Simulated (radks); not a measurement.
Values are calculated unless marked as measured or tabulated.
Coherent X-ray form factor from a spherical all-electron density. Code: a radial shooting solver on a logarithmic mesh with Libxc functionals. Model: Dirac Kohn-Sham, relativistic LDA (MacDonald-Vosko exchange, VWN5 correlation), spin-unpolarised, spherical densities, finite nucleus; Fermi nuclear charge, rms radius of each element as measured or else 0.836 A^(1/3) + 0.57 fm.

sin(theta)/lambda (1/angstrom),f0 (electrons)
0.05,40.868
0.1,40.476
0.15,39.838
0.2,38.976
0.25,37.919
0.3,36.700
0.4,33.926
0.5,30.948
0.6,28.025
0.8,22.995
1,19.360
1.25,16.276
1.5,13.947
2,10.061

The species is in the configuration that NIST lists as its ground one. Which atom or ion scatters so?

Answer. The praseodymium ion Pr18+, [Kr] 4d5. Extrapolating in s^2 from the first two rows gives f0(0) = 41.0, near the electron count 41; among species with that count, the fall with angle is slower the higher Z, and the table is that of Z = 59; from so few rows the species is fixed only to a neighbour or two.
